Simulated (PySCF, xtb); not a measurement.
F4H2SSi2, SMILES [SiH2](S[Si](F)(F)F)F. Other conformers were not sampled.

Harmonic wavenumbers (cm⁻¹) from xtb with GFN2-xTB at its own minimum, in rising order: 22, 43, 88, 136, 157, 193, 236, 246, 267, 475, 500, 543, 573, 700, 728, 838, 862, 928, 955, 2411, 2446.

### Question
What does PySCF 2.14.0 with PBE-D3(BJ)/def2-SVP give at its own minimum? (An estimate is asked for; the answer gives what the named calculation found.)

### Answer
15, 61, 126, 178, 193, 241, 307, 310, 334, 489, 522, 599, 712, 815, 845, 893, 927, 956, 964, 2214, 2236. Paired by order, the mean absolute difference is 67 cm⁻¹ and the zero-point energies are 19.1 and 19.9 kcal/mol.
